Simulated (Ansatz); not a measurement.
GeBr3, SMILES [Br][Ge]([Br])[Br], multiplicity 2.

Geometry: ωB97X-D3(BJ)/def2-SVP.

Two levels are set side by side: PBE/def2-TZVPD (Ansatz, a quantum-chemistry and plane-wave program) and CAM-B3LYP/def2-TZVPD (Ansatz). Energy differences of separate SCF runs at the same geometry; the states with an electron removed or added have multiplicity 1 and 1. Differences are taken from unrounded values.

| quantity | PBE |
|---|---|
| vertical ionisation energy (eV) | 8.80 |
| vertical electron affinity (eV) | 2.82 |

Question: These are the PBE values. What does CAM-B3LYP give? (The exact figures need the calculation; the answer reports its results.)

Answer: 
```tsv
quantity	CAM-B3LYP	PBE minus CAM-B3LYP
vertical ionisation energy (eV)	9.24	-0.44
vertical electron affinity (eV)	3.00	-0.18
```
